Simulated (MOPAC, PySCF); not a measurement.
H$_{4}$OSi$_{2}$, SMILES `[SiH3][SiH]=O`, neutral singlet in the gas phase. 

Cartesian coordinates (Å):
SMILES: O=[SiH][SiH3]
```xyz
7

O      2.2455    -1.0372     0.5743
Si     1.3403     0.0156    -0.0573
Si    -1.0105    -0.0407     0.0690
H      1.8902     1.1731    -0.8213
H     -1.4386    -1.1262     0.9736
H     -1.5398    -0.2591    -1.2987
H     -1.4871     1.2744     0.5604
```
Charge 0, spin multiplicity 1.

All levels are single points at this geometry (B3LYP-D3(BJ)/def2-TZVP); Pople sets use spherical d functions. Orbital energies aren't observables, and empty levels follow the basis.

```csv
level,HOMO (eV),LUMO (eV),gap (eV),dipole (D),"vertical IE, Delta-SCF (eV)"
B3LYP-D3(BJ)/def2-TZVP in PySCF,-7.52,-2.59,4.93,3.91,–
B3LYP/6-311+G** in PySCF,-7.58,-2.60,4.98,4.09,–
BP86/6-31G* in PySCF,-6.27,-2.98,3.28,3.36,–
AM1 in MOPAC,-10.04,-1.18,8.87,2.18,–
PM3 in MOPAC,-8.84,-1.30,7.54,2.55,–
PM7 in MOPAC,-10.36,-1.49,8.87,3.75,–
```
